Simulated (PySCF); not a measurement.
Can point charges reproduce the dipole moment of `F[Si](F)(F)CS[SiH2][SiH3]`?

Coordinates (GFN2-xTB, Å) and charges (e) from the PBE0/pcSseg-1 density (PySCF):

```json
{"atom": "F1", "x": "-2.532", "y": "2.058", "z": "0.942", "Mulliken": "-0.3913", "IAO": "-0.5111", "Hirshfeld": "-0.1879", "ESP-fitted": "-0.3193"}
{"atom": "Si2", "x": "-2.561", "y": "1.038", "z": "-0.267", "Mulliken": "+1.4632", "IAO": "+1.7892", "Hirshfeld": "+0.5826", "ESP-fitted": "+1.1519"}
{"atom": "F3", "x": "-1.818", "y": "1.801", "z": "-1.444", "Mulliken": "-0.4006", "IAO": "-0.5177", "Hirshfeld": "-0.1851", "ESP-fitted": "-0.3249"}
{"atom": "F4", "x": "-4.080", "y": "0.988", "z": "-0.726", "Mulliken": "-0.3992", "IAO": "-0.5171", "Hirshfeld": "-0.1950", "ESP-fitted": "-0.3446"}
{"atom": "C5", "x": "-1.855", "y": "-0.660", "z": "0.102", "Mulliken": "-0.6720", "IAO": "-0.6803", "Hirshfeld": "-0.1559", "ESP-fitted": "-0.6196"}
{"atom": "S6", "x": "-0.246", "y": "-0.611", "z": "0.997", "Mulliken": "-0.2688", "IAO": "-0.1642", "Hirshfeld": "-0.0887", "ESP-fitted": "-0.2364"}
{"atom": "Si7", "x": "1.160", "y": "-0.174", "z": "-0.588", "Mulliken": "+0.2530", "IAO": "+0.3773", "Hirshfeld": "+0.2238", "ESP-fitted": "+0.2027"}
{"atom": "Si8", "x": "3.273", "y": "-0.457", "z": "0.299", "Mulliken": "+0.1978", "IAO": "+0.3073", "Hirshfeld": "+0.2323", "ESP-fitted": "+0.2329"}
{"atom": "H9", "x": "-2.516", "y": "-1.219", "z": "0.763", "Mulliken": "+0.2045", "IAO": "+0.1946", "Hirshfeld": "+0.0626", "ESP-fitted": "+0.2744"}
{"atom": "H10", "x": "-1.709", "y": "-1.251", "z": "-0.801", "Mulliken": "+0.1962", "IAO": "+0.1798", "Hirshfeld": "+0.0556", "ESP-fitted": "+0.2102"}
{"atom": "H11", "x": "0.766", "y": "-1.112", "z": "-1.648", "Mulliken": "-0.0427", "IAO": "-0.1046", "Hirshfeld": "-0.0750", "ESP-fitted": "-0.0357"}
{"atom": "H12", "x": "0.811", "y": "1.157", "z": "-1.086", "Mulliken": "-0.0103", "IAO": "-0.0928", "Hirshfeld": "-0.0736", "ESP-fitted": "-0.0298"}
{"atom": "H13", "x": "3.433", "y": "0.161", "z": "1.615", "Mulliken": "-0.0371", "IAO": "-0.0827", "Hirshfeld": "-0.0616", "ESP-fitted": "-0.0383"}
{"atom": "H14", "x": "4.238", "y": "0.162", "z": "-0.612", "Mulliken": "-0.0496", "IAO": "-0.0915", "Hirshfeld": "-0.0689", "ESP-fitted": "-0.0637"}
{"atom": "H15", "x": "3.633", "y": "-1.871", "z": "0.424", "Mulliken": "-0.0431", "IAO": "-0.0864", "Hirshfeld": "-0.0649", "ESP-fitted": "-0.0597"}
```

Q: What dipole does each set of charges give (1 e·Å = 4.803 D), and what does the density give?

A: The full density gives (1.57, -2.20, -0.73) D, 2.80 D in size; dipole vectors point from the negative to the positive end.

```json
{"scheme": "Mulliken", "μx": "2.25", "μy": "-1.55", "μz": "-1.37", "size (D)": "3.06", "share of the full size (%)": "109", "angle to the full dipole (°)": "22"}
{"scheme": "IAO", "μx": "2.74", "μy": "-2.95", "μz": "-0.17", "size (D)": "4.03", "share of the full size (%)": "144", "angle to the full dipole (°)": "15"}
{"scheme": "Hirshfeld", "μx": "1.62", "μy": "-1.65", "μz": "0.15", "size (D)": "2.32", "share of the full size (%)": "83", "angle to the full dipole (°)": "21"}
{"scheme": "ESP-fitted", "μx": "1.64", "μy": "-2.27", "μz": "-0.74", "size (D)": "2.89", "share of the full size (%)": "103", "angle to the full dipole (°)": "1"}
```

Q: Which set comes closest?

A: Length of the difference vector: ESP-fitted 0.10 D, Hirshfeld 1.05 D, Mulliken 1.14 D, IAO 1.51 D. Closest: ESP-fitted. The schemes that divide the density aren't constrained to reproduce the dipole.

Q: What is left for the Hirshfeld atoms' own dipoles?

A: The shares of the density sum to the whole, so what Σ q r misses lies in dipoles about the nuclei. The atomic dipoles sum to (1.57, -2.20, -0.73) − (1.62, -1.65, 0.15) = (-0.05, -0.55, -0.88) D, 1.05 D in size.

Q: With the origin at the mean of the coordinates, (0.000, 0.001, -0.136) Å, which are the largest single terms, by size, of the Mulliken dipole along the direction of the full one?

A: Si2 -15.55, F1 +6.23, F4 +5.57, F3 +4.02, Si8 +1.97 D; all 15 atoms together +2.83 D. The single terms depend on the origin, their sum doesn't.

Q: Give the size of the full dipole in other units.

A: 2.80 D = 1.101 au = 0.583 e·Å = 9.34 × 10⁻³⁰ C·m.

The structure is a single GFN2-xTB conformer in the gas phase; no vibrational or solvent corrections.

Shape of the structure used: `[F:1][Si:2]([F:3])([F:4])[CH2:5][S:6][SiH2:7][SiH3:8]`: F1–Si2–C5–S6 -46°, Si2–C5–S6–Si7 -79°, C5–S6–Si7–Si8 -170°.
